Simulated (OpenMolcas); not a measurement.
**W3+ in a point-charge field**

W3+ among 5 point charges of -2 e arranged as a trigonal bipyramid (D3h), 2.4 Å from the ion, with the axial distance 2.424 Å.

```yaml
Program: OpenMolcas 26.06
Method: CASSCF
Basis: ANO-RCC-VTZP [8s7p5d3f2g1h]
Scalar_Hamiltonian: DKH2, point nucleus
Active_space: 3 electrons in 5 orbitals (5d)
State_averaging: 2S+1 = 4 even, 10 roots; 2S+1 = 2 even, 40 roots
Spin-orbit_coupling: state interaction with AMFI integrals over the reference wave functions
```

The lowest spin-free states (labels of D3, the rotations of D3h), above the lowest:

```csv
State,Degeneracy,E (cm-1),Free-ion L (%)
4E,2,0.0,F (100)
4E,2,2551,F (90)
4A2,1,6294,F (100)
4A1,1,6801,F (100)
4A2,1,6915,F (100)
2E,2,13430,G (76)
2E,2,13562,G (74)
2E,2,13682,G (70)
2A1,1,13937,G (85)
4E,2,14821,P (90)
2A2,1,15136,G (82)
2E,2,15290,H (100)
2A1,1,15665,G (81)
2E,2,16466,P (48)
2A2,1,17464,P (55)
2E,2,18163,D (48)
4A2,1,18297,P (100)
2E,2,21020,H (48)
2A1,1,21575,H (89)
2E,2,21718,H (73)
```

The lowest levels with spin-orbit coupling:

```json
{"E (cm-1)": "0.0", "Degeneracy": "2", "Label": "E1/2", "2S+1": "4", "g": "0.81 0.81 1.17"}
{"E (cm-1)": "948.9", "Degeneracy": "2", "Label": "E3/2", "2S+1": "4", "g": "0.00 0.00 2.12"}
{"E (cm-1)": "3600", "Degeneracy": "2", "Label": "E1/2", "2S+1": "4", "g": "0.01 0.01 5.99"}
{"E (cm-1)": "4184", "Degeneracy": "2", "Label": "E1/2", "2S+1": "4", "g": "2.29 3.23 3.23"}
{"E (cm-1)": "6236", "Degeneracy": "2", "Label": "E3/2", "2S+1": "4", "g": "0.00 0.00 2.81"}
{"E (cm-1)": "6484", "Degeneracy": "2", "Label": "E1/2", "2S+1": "4", "g": "0.02 0.02 9.64"}
{"E (cm-1)": "6864", "Degeneracy": "2", "Label": "E1/2", "2S+1": "4", "g": "0.99 4.59 4.59"}
{"E (cm-1)": "8674", "Degeneracy": "2", "Label": "E1/2", "2S+1": "4 (88 %)", "g": "0.01 0.01 7.15"}
{"E (cm-1)": "8699", "Degeneracy": "2", "Label": "E3/2", "2S+1": "4", "g": "0.00 0.00 1.68"}
{"E (cm-1)": "11111", "Degeneracy": "2", "Label": "E1/2", "2S+1": "4", "g": "0.54 0.54 4.38"}
{"E (cm-1)": "11170", "Degeneracy": "2", "Label": "E3/2", "2S+1": "4 (73 %)", "g": "0.00 0.00 4.90"}
{"E (cm-1)": "12107", "Degeneracy": "2", "Label": "E1/2", "2S+1": "4 (68 %)", "g": "0.52 0.52 7.41"}
{"E (cm-1)": "12154", "Degeneracy": "2", "Label": "E1/2", "2S+1": "4 (83 %)", "g": "1.78 5.54 5.54"}
{"E (cm-1)": "13169", "Degeneracy": "2", "Label": "E3/2", "2S+1": "4 (58 %)", "g": "0.00 0.00 10.77"}
{"E (cm-1)": "14507", "Degeneracy": "2", "Label": "E1/2", "2S+1": "2 (52 %)", "g": "2.04 2.04 2.04"}
{"E (cm-1)": "16018", "Degeneracy": "2", "Label": "E3/2", "2S+1": "4 (50 %)", "g": "0.00 0.00 3.69"}
{"E (cm-1)": "16127", "Degeneracy": "2", "Label": "E1/2", "2S+1": "2 (50 %)", "g": "0.89 1.32 1.32"}
{"E (cm-1)": "17240", "Degeneracy": "2", "Label": "E1/2", "2S+1": "2 (84 %)", "g": "0.03 0.03 3.31"}
{"E (cm-1)": "17363", "Degeneracy": "2", "Label": "E3/2", "2S+1": "2 (82 %)", "g": "0.00 0.00 3.50"}
{"E (cm-1)": "17393", "Degeneracy": "2", "Label": "E1/2", "2S+1": "2 (75 %)", "g": "0.33 0.33 4.15"}
```

Powder χT (cm3 K/mol): 0.0841 at 2 K, 0.0857 at 10 K, 0.0933 at 50 K, 0.103 at 100 K, 0.122 at 200 K, 0.141 at 300 K. The effective moment at 300 K is 2.828 √(χT) = 1.06 μB.

The lowest level has 2S+1 = 4, for which the spin-only value is χT = S(S+1) / 2 = 1.875 cm3 K/mol (g = 2). The computed 0.141 at 300 K differs by -1.734, through orbital momentum, spin-orbit coupling and any other state in reach.

Spin-orbit coupling mixes the spin-free states strongly: the lowest level takes only 64 % from its leading state, 4E. An orbital doublet at a regular site is open to a Jahn-Teller distortion, which this geometry leaves out. Without dynamic correlation the repulsion within the d shell is too large (B by tens of per cent), so at a given field states of lower spin stand too high. This is an electrostatic model: the charges have no orbitals. No measured value stands beside these numbers.
